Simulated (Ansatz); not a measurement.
`NC[SiH](N)O` + `[OH][GeH]1[O][AlH]1` → `NC[SiH](O)O` + `[NH2][GeH]1[O][AlH]1`  (redistribution)

Program: Ansatz. Geometries: PBE0-D4/def2-TZVP. ΔE: electronic, gas phase. CCSD(T)/CBS is the MP2 limit (def2-TZVPP, def2-QZVPP) plus CCSD(T) − MP2 in def2-TZVPP, frozen cores. Functionals use def2-TZVPP. For Ge outer-core shells are correlated without core-valence functions, which leaves a few kJ/mol of doubt a bond. Scalar relativity is left out up to krypton. Each species was taken in one conformer, which may not be the lowest.

```
             level  ΔE (kJ/mol)
            PBE-D4        -18.0
         r2SCAN-D4        -19.5
SCS-MP2/def2-TZVPP        -21.9
SCS-MP2/def2-QZVPP        -21.4
```

(1) What does CCSD(T)/CBS give? (Estimate.)

Largest T1 diagnostic among the species: 0.016.

## Answers

(1) Ansatz gave: -22.5 kJ/mol. The listed levels differ from it by 4.5, 3.0, 0.6, 1.1 kJ/mol.
